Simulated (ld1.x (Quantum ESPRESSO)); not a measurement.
# Transferability test, RRKJ potential for chlorine (Cl)

chlorine, norm-conserving RRKJ (Kleinman–Bylander form), made with ld1.x (Quantum ESPRESSO) 7.5 (PBEsol, scalar-relativistic). Core [Ne], reference 3s2 3p3.5 (charge +1.5). Waves: 3s (bound): rc 1.15 bohr; 3p (bound): rc 1.20 bohr; 3d channel at 0.05 Ry: rc 1.30 bohr. Local part: the d channel. Core correction: Bessel-smoothed model core inside 1.10 bohr.

Energies are relative to the spin-unpolarised reference configuration 3s2 3p3.5; without spin polarisation the order of configurations can differ from experiment.

```json
{"valence configuration": "3s2 3p5", "charge": "0", "ΔE all-electron (eV)": "-25.002", "error AE − PS (meV)": "+19"}
{"valence configuration": "3s2 3p4", "charge": "+1", "ΔE all-electron (eV)": "-11.167", "error AE − PS (meV)": "+3.8"}
{"valence configuration": "3s2 3p3", "charge": "+2", "ΔE all-electron (eV)": "14.231", "error AE − PS (meV)": "+3.0"}
{"valence configuration": "3s2 3p4.5", "charge": "+0.5", "ΔE all-electron (eV)": "-19.438", "error AE − PS (meV)": "+11"}
{"valence configuration": "3s2 3p1", "charge": "+4", "ΔE all-electron (eV)": "104.680", "error AE − PS (meV)": "+174"}
```

(1) What are ΔE and the potential's error for 3s1 3p5?

(2) What are ΔE and the potential's error for 3s2 3p5.3?

Levels in the configuration 3s2 3p4.5:

```tsv
level	all-electron (eV)	pseudo (eV)
3s	-26.111	-26.130
3p	-13.770	-13.784
```

Answers

(1) ΔE = 1.502 eV all-electron; the error (AE − PS) is +2.3 meV.

(2) ΔE = -27.131 eV all-electron; the error (AE − PS) is +23 meV.
